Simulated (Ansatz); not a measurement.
Reaction (redistribution): `[CH3][GeH2][SiH2]P` + `C[O][AlH2]` → `[AlH2][O]P` + `C[SiH2][GeH2][CH3]`

Program: Ansatz. Geometries: PBE0-D4/def2-TZVP. ΔE: electronic, gas phase. CCSD(T)/CBS is the MP2 limit (def2-TZVPP, def2-QZVPP) plus CCSD(T) − MP2 in def2-TZVPP, frozen cores. Functionals use def2-TZVPP. For Ge outer-core shells are correlated without core-valence functions, which leaves a few kJ/mol of doubt a bond. Scalar relativity is left out up to krypton. One conformer a species, not always the lowest.

CCSD(T)/CBS gives -65.0 kJ/mol.

(1) Another level gave -69.4 kJ/mol. Which?
A. HF/def2-TZVPP
B. r2SCAN-D4/def2-TZVPP
C. PBE/def2-TZVPP
D. SCS-MP2/def2-TZVPP

Largest T1 diagnostic among the species: 0.014.

Answers

(1) D. SCS-MP2/def2-TZVPP -69.4, r2SCAN-D4 -59.2, HF/def2-TZVPP -78.2, PBE -50.1 kJ/mol.

In def2-TZVPP, CCSD(T) changes the Hartree–Fock value by +15.6 kJ/mol (the triples alone add +3.2 kJ/mol) and MP2 by +11.2 kJ/mol. From PBE to PBE0 (25 % exact exchange), in def2-TZVPP and without D4, ΔE moves by −4.9 kJ/mol.
